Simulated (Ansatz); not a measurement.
A run on C₂H₇FSi₂ (`F[SiH]1CC[SiH2]1`) with other settings.

```yaml
crystal:
  periodic: [false, false, false]
  atoms:
    - {symbol: F, position_ang: [-2.377653, 0.470400, 0.846328]}
    - {symbol: Si, position_ang: [-1.392280, 0.188122, -0.393673]}
    - {symbol: C, position_ang: [-0.157436, -1.185954, -0.001247]}
    - {symbol: C, position_ang: [0.972280, -0.322815, 0.629224]}
    - {symbol: Si, position_ang: [0.635909, 1.331500, -0.264856]}
    - {symbol: H, position_ang: [-2.269043, 0.025781, -1.584568]}
    - {symbol: H, position_ang: [-0.490336, -2.021111, 0.619801]}
    - {symbol: H, position_ang: [0.177721, -1.607020, -0.956800]}
    - {symbol: H, position_ang: [0.782691, -0.180857, 1.697459]}
    - {symbol: H, position_ang: [1.971388, -0.751549, 0.528145]}
    - {symbol: H, position_ang: [1.345667, 1.406469, -1.573396]}
    - {symbol: H, position_ang: [0.878090, 2.591934, 0.487585]}
basis:
  gaussian: {orbitals: def2-TZVPD}
hamiltonian: {xc: {name: B3LYP5}}
accuracy: high
```

```sh
$ ansatz run in.yaml --threads 4 --pin off --events-out ev --progress --plain --max-ram 10444MiB
```

Output, abridged:

```
Functional definition: B3LYP5
4364 factors; integrals over basis functions are off by at most 3.9e-9 eV
mean field evaluation 1: about -20648.2449 eV, gradient 7.2e1 eV
mean field evaluation 2: about -20628.7839 eV, gradient 1.1e2 eV
mean field evaluation 4: about -20659.4157 eV, gradient 2.8e0 eV
mean field evaluation 8: about -20659.5584 eV, gradient 3.9e-1 eV
mean field evaluation 16: about -20659.5587 eV, gradient 1.2e-4 eV
mean field -20659.55866975 eV, -759.2247775615 hartree, gradient 6.0e-8 eV, S^2 0.000000; 0 other end points of the search recorded, 0 dependent functions left out
reference -20659.55872111 eV, -759.2247794488 hartree; 28, 28 occupied and 235, 235 virtual orbitals, 4364 factors
Total energy: -20659.55872111 eV, -759.2247794488 hartree
```

It took 15 s on 4 threads of an AMD EPYC 7R13 on a shared host, with 2.1 GiB of host memory at the peak.
